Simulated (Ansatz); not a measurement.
Consider the formal hydrolysis of a B–C bond: `BC(Cl)BO` + H₂O → `OBO` + `BCCl`.

Gas-phase electronic energies from Ansatz, PBE0-D4/def2-TZVP geometries. CCSD(T)/CBS is the MP2 limit (def2-TZVPP, def2-QZVPP) plus CCSD(T) − MP2 in def2-TZVPP, frozen cores. This one scheme is used for every species. Functionals use def2-TZVPP. B3LYP here is the variant with VWN-RPA as its local correlation; programs differ in this. Each species was taken in one conformer, which may not be the lowest.

```
             level  ΔE (kJ/mol)  difference from CCSD(T)/CBS
         r2SCAN-D4       -105.6                         -4.5
           PBE0-D4       -101.8                         -0.7
          B3LYP-D4       -108.8                         -7.7
           ωB97X-V       -107.8                         -6.7
            B2PLYP       -113.2                        -12.1
               PBE       -102.7                         -1.6
            r2SCAN       -107.0                         -5.9
             B3LYP       -117.3                        -16.2
    MP2/def2-TZVPP       -103.7                         -2.6
SCS-MP2/def2-TZVPP       -109.9                         -8.8
   CCSD/def2-TZVPP       -109.8                         -8.7
     HF/def2-QZVPP       -134.4                        -33.3
SCS-MP2/def2-QZVPP       -107.7                         -6.6
      HF/CBS(def2)       -134.3                        -33.2
     MP2/CBS(def2)        -99.5                          1.6
    CCSD/CBS(def2)       -105.6                         -4.5
       CCSD(T)/CBS       -101.1                            0
```

Largest T1 diagnostic among the species: 0.013.

In def2-TZVPP, CCSD(T) changes the Hartree–Fock value by +29.3 kJ/mol (the triples alone add +4.6 kJ/mol) and MP2 by +30.9 kJ/mol. The D4 term adds +8.5 kJ/mol with B3LYP and +4.6 kJ/mol with PBE0; it sums over pairs of atoms, weighted by their polarisabilities, and B3LYP, whose exchange is more repulsive, gets the larger term. From PBE to PBE0 (25 % exact exchange), in def2-TZVPP and without D4, ΔE moves by −3.7 kJ/mol.
